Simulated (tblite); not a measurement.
Species: C6H12BP.
Atom-mapped SMILES: `[PH2:1][BH:2][C:3]1([CH:4]2[CH2:5][CH2:6]2)[CH2:7][CH2:8]1` (hydrogens: H9, H10 on P1; H11 on B2; H12 on C4; H13, H14 on C5; H15, H16 on C6; H17, H18 on C7; H19, H20 on C8)

Computed with GFN2-xTB (tblite), gas phase: L-BFGS steps from a force-field or distance-geometry start until the largest atomic force falls under 0.01 eV/Å.

The end geometry, which sets the zero of energy:
```
atom  x, y, z in Å
P1      2.8420   -1.1033   -0.3079
B2      1.0281   -0.9915    0.1566
C3      0.1738    0.2602   -0.1694
C4     -1.3216    0.2413    0.0173
C5     -2.1345   -0.9995   -0.2059
C6     -1.9537   -0.4639    1.1810
C7      0.6521    1.1373   -1.3264
C8      0.7898    1.6400    0.0573
H9      3.3187    0.1443    0.0413
H10     3.3334   -1.7382    0.8147
H11     0.5509   -1.9799    0.5696
H12    -1.7963    1.1704   -0.2826
H13    -1.6143   -1.9058   -0.4728
H14    -3.1031   -0.9012   -0.6729
H15    -1.3072   -1.0065    1.8529
H16    -2.7978   -0.0010    1.6696
H17    -0.1062    1.5666   -1.9643
H18     1.5439    0.8266   -1.8541
H19     1.7745    1.6956    0.4982
H20     0.1223    2.4192    0.3945
```

**Question.** These geometries come from the run, each turned onto the end geometry. Order them by energy, lowest first.
A.
```
atom  x, y, z in Å
P1      2.9562   -0.7948    0.0809
B2      1.0759   -0.9318    0.1003
C3      0.2026    0.3243   -0.1319
C4     -1.2599    0.3093    0.2162
C5     -2.1485   -0.8119   -0.2348
C6     -1.8384   -0.6430    1.2187
C7      0.5138    0.9847   -1.4856
C8      0.8003    1.7119   -0.2270
H9      3.1309    0.0690    1.1510
H10     3.2864   -1.9300    0.8027
H11     0.5954   -2.0023    0.1333
H12    -1.7118    1.2942    0.2042
H13    -1.6821   -1.6350   -0.7499
H14    -3.1388   -0.5769   -0.5923
H15    -1.1840   -1.3595    1.6867
H16    -2.6122   -0.2765    1.8746
H17    -0.3345    1.2704   -2.0877
H18     1.3538    0.6086   -2.0508
H19     1.8339    1.8643    0.0472
H20     0.1558    2.5358    0.0409
```
B.
```
atom  x, y, z in Å
P1      2.9253   -0.9502    0.0232
B2      1.0490   -0.9603    0.0670
C3      0.1906    0.3061   -0.1895
C4     -1.2822    0.2861    0.1294
C5     -2.1466   -0.8908   -0.2149
C6     -1.8189   -0.5958    1.2176
C7      0.5468    1.0738   -1.4686
C8      0.8103    1.6918   -0.1484
H9      3.2139    0.1470    0.8091
H10     3.1612   -1.8714    1.0234
H11     0.5527   -2.0204    0.1453
H12    -1.7556    1.2569    0.0253
H13    -1.6839   -1.7447   -0.6845
H14    -3.1538   -0.7030   -0.5567
H15    -1.1227   -1.2472    1.7247
H16    -2.6007   -0.2174    1.8594
H17    -0.2841    1.4340   -2.0564
H18     1.3825    0.7236   -2.0564
H19     1.8368    1.7890    0.1748
H20     0.1742    2.5037    0.1729
```
C.
```
atom  x, y, z in Å
P1      2.8895   -1.0405   -0.2026
B2      1.0363   -0.9738    0.0883
C3      0.1792    0.2911   -0.1744
C4     -1.3111    0.2519    0.0525
C5     -2.1195   -0.9900   -0.1814
C6     -1.9139   -0.4872    1.2129
C7      0.6152    1.1357   -1.3782
C8      0.7875    1.6790   -0.0123
H9      3.3380    0.1139    0.4102
H10     3.2455   -1.8758    0.8379
H11     0.5338   -2.0107    0.3089
H12    -1.8061    1.1810   -0.2137
H13    -1.5999   -1.8855   -0.4786
H14    -3.0985   -0.8857   -0.6225
H15    -1.2561   -1.0427    1.8633
H16    -2.7551   -0.0410    1.7214
H17    -0.1705    1.5359   -2.0025
H18     1.4877    0.8185   -1.9330
H19     1.7852    1.7631    0.3948
H20     0.1277    2.4736    0.3056
```
D.
```
atom  x, y, z in Å
P1      2.8680   -1.0550   -0.2551
B2      1.0291   -0.9789    0.1099
C3      0.1756    0.2787   -0.1892
C4     -1.3162    0.2424    0.0179
C5     -2.1232   -1.0076   -0.1824
C6     -1.9159   -0.4654    1.1989
C7      0.6337    1.1507   -1.3600
C8      0.7764    1.6665    0.0183
H9      3.3297    0.1166    0.3124
H10     3.2743   -1.8635    0.7889
H11     0.5299   -1.9933    0.4217
H12    -1.8032    1.1675   -0.2787
H13    -1.6114   -1.9153   -0.4622
H14    -3.1057   -0.9145   -0.6216
H15    -1.2463   -0.9947    1.8607
H16    -2.7554   -0.0096    1.7033
H17    -0.1326    1.5714   -1.9950
H18     1.5230    0.8350   -1.8878
H19     1.7647    1.7377    0.4483
H20     0.1004    2.4422    0.3483
```
E.
```
atom  x, y, z in Å
P1      2.8447   -1.0995   -0.3165
B2      1.0247   -0.9897    0.1218
C3      0.1717    0.2644   -0.1962
C4     -1.3240    0.2326   -0.0154
C5     -2.1202   -1.0282   -0.1776
C6     -1.9382   -0.4297    1.1827
C7      0.6530    1.1693   -1.3291
C8      0.7745    1.6443    0.0657
H9      3.3280    0.1130    0.1334
H10     3.2998   -1.8153    0.7723
H11     0.5435   -1.9833    0.5159
H12    -1.8126    1.1408   -0.3544
H13    -1.5926   -1.9405   -0.4072
H14    -3.0943   -0.9623   -0.6377
H15    -1.2771   -0.9351    1.8693
H16    -2.7856    0.0405    1.6582
H17    -0.1051    1.6052   -1.9624
H18     1.5522    0.8794   -1.8556
H19     1.7551    1.6946    0.5153
H20     0.0973    2.4101    0.4144
```

**Answer.** E (0.003 eV), D (0.007 eV), C (0.013 eV), B (0.029 eV), A (0.056 eV).

In the order of the answer:

```
step  E above end (eV)  largest force (eV/Å)  rms force component (eV/Å)  rms distance from end (Å)  rms bond change (Å)  bond most changed (Å)
 111             0.003                  0.03                       0.009                      0.055                0.000           C3–C7 -0.001
  97             0.007                  0.05                       0.018                      0.087                0.001           C3–C8 -0.002
  90             0.013                  0.05                       0.019                      0.129                0.002           C3–C7 +0.005
  68             0.029                  0.04                       0.012                      0.312                0.002           C3–C8 -0.009
  28             0.056                  0.11                       0.038                      0.422                0.005           C3–C8 -0.014
```

What follows is the cost of the whole relaxation. Hardware: one thread, Arm Neoverse N1 (aarch64), shared host. Cost: 1.8 s wall.
